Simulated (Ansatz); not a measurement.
Stepwise reaction of `O[SiH2][SiH](O)Cl` with hydrogen chloride, as a gas-phase model of exchange steps in deposition or etching. ΔE in kJ/mol.

Computed with Ansatz on PBE0-D4/def2-TZVP structures; ΔE is electronic, products minus reactants. CBS: MP2 limit from def2 TZ/QZ plus the TZ coupled-cluster correction, frozen cores. This one scheme is used for every species. Functionals use def2-TZVPP. B3LYP here is the variant with VWN-RPA as its local correlation; programs differ in this. One conformer a species, not always the lowest.

```json
{"step": "2", "reaction": "`O[SiH2][SiH](Cl)Cl` + HCl → `Cl[SiH2][SiH](Cl)Cl` + H₂O", "PBE-D4": "-13.3", "B3LYP-D4": "-7.0", "ωB97M-V": "-8.4", "CCSD(T)/CBS": "-11.4"}
```

(1) Give the row of step 1, `O[SiH2][SiH](O)Cl` + HCl → `O[SiH2][SiH](Cl)Cl` + H₂O. (Best estimate.)

(2) By hand: ΔE of the 2 steps together at CCSD(T)/CBS.

Answers

(1) The calculation gave: 
| step | reaction | PBE-D4 | B3LYP-D4 | ωB97M-V | CCSD(T)/CBS |
| --- | --- | --- | --- | --- | --- |
| 1 | `O[SiH2][SiH](O)Cl` + HCl → `O[SiH2][SiH](Cl)Cl` + H₂O | -8.3 | -0.9 | -1.6 | -4.7 |

(2) (-4.7) + (-11.4) = -16.1 kJ/mol, or -8.1 kJ/mol a step.

In ΔE each step is lower than the one before. PBE-D4 differs from CCSD(T)/CBS by -3.6 to -1.9 kJ/mol a step. Isolated molecules leave out the surface, adducts and barriers. Largest T1 diagnostic: 0.011.
